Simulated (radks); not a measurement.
The numbers below are computed, except where a source is named.
Spherical quantum dot in the effective-mass picture: electrons in a hard-walled sphere of radius 1.84, with a point charge +1 (a donor) at the centre, all in effective atomic units (hartree* = m*/eps^2 hartree, bohr* = eps/m* bohr), one dielectric constant everywhere. Level of theory: non-relativistic Kohn-Sham, PBE, spin-polarised, spherical densities (a radial shooting solver with Libxc functionals). Levels are named by radial order and angular momentum (1s, 1p, 1d, 2s, ...), and open shells are averaged over m. Each electron was tried in the lowest free levels, single moves between levels near the top were tried too, and the lowest total energy was kept; such a search can miss a lower state. At N = 1 the Hartree and exchange-correlation terms need not cancel, so that row can carry a self-interaction error.

| N | open shells | 2S | E (hartree*) | mu = E(N) - E(N-1) (hartree*) | addition energy mu(N+1) - mu(N) (hartree*) | e(HOMO) (hartree*) | rms radius (bohr*) |
|---|---|---|---|---|---|---|---|
| 1 | 1s(up 1, down 0) | 1 | 0.0106829 | 0.010683 | 1.048 | 0.41210 | 0.8732 |
| 2 | none | 0 | 1.06911 | 1.0584 | 2.496 | 1.4404 | 0.9106 |
| 3 | 1p(up 1, down 0) | 1 | 4.62363 | 3.5545 | 0.6968 | 3.8949 | 0.9989 |
| 4 | 1p(up 2, down 0) | 2 | 8.87500 | 4.2514 | 0.7257 | 4.6119 | 1.044 |
| 5 | 1p(up 3, down 0) | 3 | 13.8520 | 4.9770 | 0.9651 | 5.3434 | 1.073 |
| 6 | 1p(up 3, down 1) | 2 | 19.7941 | 5.9421 | 0.6812 | 6.2761 | 1.096 |
| 7 | 1p(up 3, down 2) | 1 | 26.4175 | 6.6234 | 0.7064 | 6.9743 | 1.113 |
| 8 | none | 0 | 33.7472 | 7.3297 | 2.474 | 7.6865 | 1.127 |
| 9 | 1d(up 1, down 0) | 1 | 43.5507 | 9.8034 | 0.6747 | 10.139 | 1.148 |
| 10 | 1d(up 2, down 0) | 2 | 54.0287 | 10.478 | 0.6806 | 10.818 | 1.164 |
| 11 | 1d(up 3, down 0) | 3 | 65.1874 | 11.159 | 0.6839 | 11.500 | 1.178 |
| 12 | 1d(up 4, down 0) | 4 | 77.0300 | 11.843 | 0.6857 | 12.185 | 1.190 |
| 13 | 1d(up 5, down 0) | 5 | 89.5584 | 12.528 | 0.8946 | 12.872 | 1.200 |
| 14 | 1d(up 5, down 1) | 4 | 102.981 | 13.423 | 0.6640 | 13.754 | 1.210 |
| 15 | 1d(up 5, down 2) | 3 | 117.068 | 14.087 | 0.6699 | 14.421 | 1.218 |
| 16 | 1d(up 5, down 3) | 2 | 131.825 | 14.757 | 0.6735 | 15.093 | 1.226 |
| 17 | 1d(up 5, down 4) | 1 | 147.256 | 15.430 | 0.6757 | 15.768 | 1.233 |
| 18 | none | 0 | 163.362 | 16.106 | 1.771 | 16.444 | 1.239 |
| 19 | 2s(up 1, down 0) | 1 | 181.239 | 17.877 | 1.082 | 18.312 | 1.235 |
| 20 | none | 0 | 200.198 | 18.959 | 1.283 | 19.388 | 1.230 |
| 21 | 1f(up 1, down 0) | 1 | 220.439 | 20.242 | 0.6565 | 20.570 | 1.237 |
| 22 | 1f(up 2, down 0) | 2 | 241.337 | 20.898 | 0.6578 | 21.227 | 1.245 |
| 23 | 1f(up 3, down 0) | 3 | 262.893 | 21.556 | 0.6587 | 21.885 | 1.251 |
| 24 | 1f(up 4, down 0) | 4 | 285.108 | 22.215 | 0.6593 | 22.544 | 1.258 |
| 25 | 1f(up 5, down 0) | 5 | 307.982 | 22.874 | 0.6597 | 23.204 | 1.263 |
| 26 | 1f(up 6, down 0) | 6 | 331.515 | 23.534 | 0.6600 | 23.864 | 1.269 |
| 27 | 1f(up 7, down 0) | 7 | 355.709 | 24.194 | 0.8454 | 24.524 | 1.274 |
| 28 | 1f(up 7, down 1) | 6 | 380.748 | 25.039 | 0.6500 | 25.364 | 1.279 |
| 29 | 1f(up 7, down 2) | 5 | 406.437 | 25.689 | 0.6514 | 26.014 | 1.283 |
| 30 | 1f(up 7, down 3) | 4 | 432.777 | 26.340 | - | 26.666 | 1.288 |

All shells are closed at N = 2, 8, 18, 20 (there: 1s2 1p6 1d10 2s2); the second difference of the energy has clear peaks (12 % above both neighbours; the first and last values, which can be the largest, are not judged, and half-filled shells can peak too) at N = 2, 5, 8, 13, 18, 20, 27.
